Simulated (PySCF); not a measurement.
```xyz
5

Si    -0.1409    -0.0019     0.0084
Cl     1.9110     0.0195    -0.1151
H     -0.6783    -0.6804    -1.1915
H     -0.6243     1.3950     0.0692
H     -0.5320    -0.7352     1.2323
```

Charge 0, multiplicity 1.

### Question
Give the Mulliken and meta-Löwdin atomic charges from PySCF with r2SCAN-D4/def2-TZVP.

### Answer

| atom | Mulliken (e) | meta-Löwdin (e) |
|---|---|---|
| Si1 | 0.35 | 0.57 |
| Cl2 | -0.27 | -0.29 |
| H3 | -0.03 | -0.09 |
| H4 | -0.03 | -0.09 |
| H5 | -0.03 | -0.09 |
